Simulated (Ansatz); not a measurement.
Molecule: CCl$_{3}$F (charge 0, singlet). 
Geometry from a B3LYP-D3(BJ)/def2-TZVP (Ansatz, an electronic-structure program) optimisation:
SMILES: FC(Cl)(Cl)Cl
```xyz
5

F      0.0593    -0.2557     1.5697
C      0.0093    -0.0403     0.2474
Cl     1.5264    -0.6185    -0.4731
Cl    -1.3746    -0.9350    -0.4150
Cl    -0.1864     1.7031    -0.0302
```

Total electronic energies in hartree. Valence correlation only, unless marked. No spin-orbit coupling. Non-relativistic. Basis-set limits of correlation are two-point, X^-3; Hartree-Fock from the larger set (for Q and 5 zeta extrapolated as (X+1)exp(-9√X)). [CCSD(T)-MP2]/basis is that difference in the basis named.

```csv
level,program,energy (Eh)
HF/cc-pV(D+d)Z,Ansatz,-1515.79062
SVWN5/def2-TZVPD,Ansatz,?
B3LYP-D3(BJ)/def2-TZVPD,Ansatz + dftd3,?
PBE0/def2-QZVPP,Ansatz,-1518.08836
SCS-MP2/cc-pV(5+d)Z,Ansatz,-1517.01222
CCSD/6-31G,Ansatz,-1515.94587
"RI-MP2/CBS(aug-cc-pV(T+d)Z,aug-cc-pV(Q+d)Z)+[CCSD(T)-MP2]/aug-cc-pV(T+d)Z",Ansatz,-1517.1407
"RI-MP2/CBS(aug-cc-pV(T+d)Z,aug-cc-pV(Q+d)Z)+[CCSD(T)-MP2]/aug-cc-pV(Q+d)Z",Ansatz,-1517.1378
"CCSD(T)/CBS(cc-pV(Q+d)Z,cc-pV(5+d)Z)",Ansatz,-1517.1399
```

Problem. Some entries are withheld; supply them.

Solution. 
- SVWN5/def2-TZVPD, energy (Eh): -1513.24194
- B3LYP-D3(BJ)/def2-TZVPD, energy (Eh): -1518.68196
